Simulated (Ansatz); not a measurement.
(H3Si)2NMe (CH9NSi2), 13 atoms. Hardware: 4 threads of Arm Neoverse V2 on a shared host.

Q: How many basis functions does each of these Ansatz runs have, and roughly what does it cost? HF/6-31G, charge 0 singlet, energy; PBE-D4/def2-TZVP, charge 0 singlet, energy, from earlier orbitals; r2SCAN-D4/def2-TZVP, charge 0 triplet at the geometry of the charge 0 singlet, energy, from earlier orbitals; B97M-V/def2-TZVP, charge 0 singlet, energy and forces, from earlier orbitals; PBE-D4/def2-SVP, charge 0 singlet, energy, from earlier orbitals; B3LYP-D4/def2-TZVP, charge 0 singlet, energy, from earlier orbitals; PBE0-D4/def2-SVP, charge 0 singlet, energy with a search over starts; PBE-D4/def2-TZVP, charge 0 triplet at the geometry of the charge 0 singlet, energy, from earlier orbitals; PBE-D4/def2-TZVP, charge 1 doublet at the geometry of the charge 0 singlet, energy, from earlier orbitals; r2SCAN-D4/def2-TZVP, charge 0 singlet, energy, from earlier orbitals; HF/def2-TZVP, charge 0 singlet, energy, from earlier orbitals; PBE0-D4/def2-TZVP, charge 0 triplet at the geometry of the charge 0 singlet, energy.

A: Other jobs shared the machine, so times can vary by a factor of up to 3. A dash marks memory too small to be measured apart from the calling script's.

```json
{"run": "HF/6-31G, charge 0 singlet, energy", "functions": "62", "fitting or Cholesky vectors": "827", "wall time": "0.25 s", "peak host memory (GiB)": "–"}
{"run": "PBE-D4/def2-SVP, charge 0 singlet, energy, from earlier orbitals", "functions": "109", "fitting or Cholesky vectors": "1244", "wall time": "0.95 s", "peak host memory (GiB)": "–"}
{"run": "HF/def2-TZVP, charge 0 singlet, energy, from earlier orbitals", "functions": "190", "fitting or Cholesky vectors": "1427", "wall time": "1.1 s", "peak host memory (GiB)": "–"}
{"run": "PBE0-D4/def2-SVP, charge 0 singlet, energy with a search over starts", "functions": "109", "fitting or Cholesky vectors": "1244", "wall time": "1.6 s", "peak host memory (GiB)": "–"}
{"run": "PBE-D4/def2-TZVP, charge 0 singlet, energy, from earlier orbitals", "functions": "190", "fitting or Cholesky vectors": "1235", "wall time": "1.7 s", "peak host memory (GiB)": "–"}
{"run": "B3LYP-D4/def2-TZVP, charge 0 singlet, energy, from earlier orbitals", "functions": "190", "fitting or Cholesky vectors": "1253", "wall time": "2.2 s", "peak host memory (GiB)": "–"}
{"run": "PBE-D4/def2-TZVP, charge 1 doublet at the geometry of the charge 0 singlet, energy, from earlier orbitals", "functions": "190", "fitting or Cholesky vectors": "1235", "wall time": "3 s", "peak host memory (GiB)": "–"}
{"run": "PBE-D4/def2-TZVP, charge 0 triplet at the geometry of the charge 0 singlet, energy, from earlier orbitals", "functions": "190", "fitting or Cholesky vectors": "1235", "wall time": "3.3 s", "peak host memory (GiB)": "–"}
{"run": "r2SCAN-D4/def2-TZVP, charge 0 singlet, energy, from earlier orbitals", "functions": "190", "fitting or Cholesky vectors": "1235", "wall time": "3.6 s", "peak host memory (GiB)": "–"}
{"run": "PBE0-D4/def2-TZVP, charge 0 triplet at the geometry of the charge 0 singlet, energy", "functions": "190", "fitting or Cholesky vectors": "1267", "wall time": "5.5 s", "peak host memory (GiB)": "0.57"}
{"run": "r2SCAN-D4/def2-TZVP, charge 0 triplet at the geometry of the charge 0 singlet, energy, from earlier orbitals", "functions": "190", "fitting or Cholesky vectors": "1235", "wall time": "8 s", "peak host memory (GiB)": "–"}
{"run": "B97M-V/def2-TZVP, charge 0 singlet, energy and forces, from earlier orbitals", "functions": "190", "fitting or Cholesky vectors": "1235", "wall time": "8.5 s", "peak host memory (GiB)": "–"}
```
